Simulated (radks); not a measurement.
Q: Fe3+, configuration [Ne] 3s2 3p5 3d5 4d1 (not the ground configuration). Method: scalar-relativistic Kohn-Sham, OLYP, spin-polarised, spherical densities, point nucleus; open shells are filled with parallel spins first; computed with a radial shooting solver on a logarithmic mesh with Libxc functionals. Some entries of the table are withheld. Estimate them.

| orbital | occ. | eigenvalue (eV) | <r^2> (bohr^2) | r(max) (bohr) |
|---|---|---|---|---|
| 1s up | 1 | -7052.983 | 0.004597 | 0.03827 |
| 1s down | 1 | -7052.476 | 0.004596 | 0.03827 |
| 2s up | 1 | -874.8281 | 0.08421 | 0.2224 |
| 2s down | 1 | -871.2117 | 0.08354 | 0.2221 |
| 2p up | 3 | -753.6255 | 0.06823 | 0.1798 |
| 2p down | 3 | -750.5976 | 0.06760 | 0.1796 |
| 3s up | 1 | -147.0858 | 0.7199 | 0.6947 |
| 3s down | 1 | -138.2505 | 0.7370 | 0.6984 |
| 3p up | 3 | -112.4981 | 0.7924 | 0.7034 |
| 3p down | 2 | -103.8130 | 0.8257 | 0.7093 |
| 3d up | 5 | -57.6012 | 1.003 | 0.6721 |
| 3d down | 0 | -49.5228 | 1.182 | 0.6935 |
| 4d up | 1 | -18.1047 | 11.71 | (1) |

A: 
(1) 4d up r(max) (bohr): 2.946
